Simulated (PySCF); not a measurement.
C3HF3NSe (charge +1), SMILES FC(F)(F)[Se][c+]1cn1, point group Cs.

Level: PBE0/pcSseg-1 in PySCF (density fitting, grid level 2); geometry and Hessian at that level, cubic constants and property derivatives from steps of ±0.6 along each species' dimensionless normal coordinates, second-order vibrational perturbation theory. The parent has the commonest isotopes.

Equilibrium geometry (Å):

```
atom        x        y        z
  F1  -2.9128   0.0705   0.5151
  C2  -1.7431   0.1669  -0.0635
  F3  -1.6669  -0.6129  -1.1127
  F4  -1.4777   1.4059  -0.3945
 Se5  -0.3975  -0.4586   1.3407
  C6   1.0320  -0.2128   0.3011
  C7   2.3440  -0.1965  -0.0703
  N8   1.4582   0.1948  -0.9367
  H9   3.4180  -0.3333   0.0430
```

Task: Give the equilibrium and ground-state rotational constants (MHz) of parent; ²H at 9.

Result: 
```json
{"species": "parent", "Ae": "2348.4", "Be": "1218.2", "Ce": "932.14", "A0": "2346.2", "B0": "1208.4", "C0": "926.86", "Δ0 (u Å²)": "-88.355", "harmonic ZPE (cm⁻¹)": "8701"}
{"species": "²H at 9", "Ae": "2345.8", "Be": "1173.7", "Ce": "905.51", "A0": "2343.6", "B0": "1164.6", "C0": "900.46", "Δ0 (u Å²)": "-88.355", "harmonic ZPE (cm⁻¹)": "8033"}
```

Δ0 = Ic − Ia − Ib from the ground-state constants.

Task: How is the parent's vibrational correction B0 − Be made up?

Result: 
```tsv
axis	harmonic	Coriolis	cubic	total (MHz)
a	2.44	-4.16	-0.433	-2.14
b	1.09	-1.35	-9.46	-9.72
c	0.524	-0.465	-5.34	-5.28
```

Task: And its quartic centrifugal distortion constants from the harmonic force field?

Result: Asymmetric top, A reduction, Ir representation: ΔJ = 0.221 kHz, ΔJK = 0.162 kHz, ΔK = 0.535 kHz, δJ = 0.0761 kHz, δK = -0.92 kHz.

A mode lies under 250 cm⁻¹, where this perturbation treatment is rough. Internal rotors are held in one well.
